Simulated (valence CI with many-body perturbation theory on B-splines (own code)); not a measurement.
# Cr+: what each term of the Hamiltonian does

Level of theory: valence CI with perturbative core correlation (CI+MBPT): five valence electrons over a frozen Dirac-Fock core [Ar], a basis of 7 s, 7 p, 8 d, 6 f, 4 g, 1 h functions for each j, with the one-electron correlation potential Σ1, the two-electron term Σ2, the three-electron term Σ3, Breit, model QED; selected CI, second order for the rest, scaled by the run's own slope (own B-spline code, finite nucleus).

Against 16 measured levels this calculation errs by 2052 cm⁻¹ on average and by 3342 at most. These come from a selection out of the NIST Handbook of Basic Atomic Spectroscopic Data. Levels without a partner in it may be off by more, other configurations by 1,000 to 4,000 cm⁻¹. Among the levels kept, up to 1900 cm⁻¹ of a level comes from second order outside the variational space, and about a tenth of that is noise between levels of different J, which matters for small intervals. Only levels of the ground parity were solved; by the run's estimate the other parity begins above the list, which can be wrong where configurations are misplaced.

Each rung adds one term. CI alone is the Dirac-Coulomb CI over the frozen core; QED comes last and gives the full result, which names the levels. Energies are above 3d5 6S_5/2 on the same rung, in cm⁻¹. A blank means that the level has no clear partner on that rung.

```csv
Level,CI alone
3d4.4s 6D_1/2,-8908
3d4.4s 6D_3/2,-8827
3d4.4s 6D_5/2,-8685
3d4.4s 6D_7/2,-8547
3d4.4s 6D_9/2,-8439
3d4.4s 4D_1/2,-1114
3d4.4s 4D_3/2,-1016
3d4.4s 4D_5/2,-828
3d4.4s 4D_7/2,-621
```

(1) What do these energies become with core correlation, Breit and QED?

(2) How does the ionisation energy move along the ladder, and which term matters most?

Results:

(1) 3d4.4s 6D_1/2 8723 (+17631); 3d4.4s 6D_3/2 8810 (+17636); 3d4.4s 6D_5/2 8930 (+17615); 3d4.4s 6D_7/2 9085 (+17632); 3d4.4s 6D_9/2 9263 (+17702); 3d4.4s 4D_1/2 16186 (+17300); 3d4.4s 4D_3/2 16297 (+17313); 3d4.4s 4D_5/2 16463 (+17291); 3d4.4s 4D_7/2 16687 (+17308).

(2) CI alone 15.176, + Σ1 15.386, + Σ2 15.970, + Σ3 15.967, + Breit 15.979, + QED 15.979 eV. The largest step is Σ2, 0.584 eV. NIST lists 16.4863 eV (measured), further off than its uncertainty and the later steps.
